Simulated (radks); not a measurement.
Ionisation of the magnesium ion Mg+, [Ne] 3s1, to [Ne] as the strength of local exchange is varied. Method: non-relativistic Kohn-Sham, Slater X-alpha exchange (alpha = 2/3 is LDA exchange), no correlation, spin-polarised, spherical densities, point nucleus; open shells are filled with parallel spins first; computed with a radial shooting solver on a logarithmic mesh with Libxc functionals.

alpha  E(Mg+) (hartree)  exchange (hartree)  IE (eV)  -e of the level emptied (eV)  <r> of it (bohr)
0.667        -198.01766           -14.41663   14.695                   11.359 (3s)             2.798
0.685        -198.40703           -14.82959   14.830                   11.507 (3s)             2.785
0.764        -200.12335           -16.65681   15.428                   12.165 (3s)             2.730
0.773        -200.31965           -16.86651   15.496                   12.241 (3s)             2.724
0.838        -201.74201           -18.39025   15.998                   12.797 (3s)             2.680
0.955        -204.32287           -21.17405   16.920                   13.827 (3s)             2.606
0.978        -204.83333           -21.72750   17.104                   14.034 (3s)             2.592
1.014        -205.63437           -22.59786   17.395                   14.360 (3s)             2.570

NIST Atomic Spectra Database: 15.035 eV (measured). The Delta-SCF value meets it near alpha = 0.71.
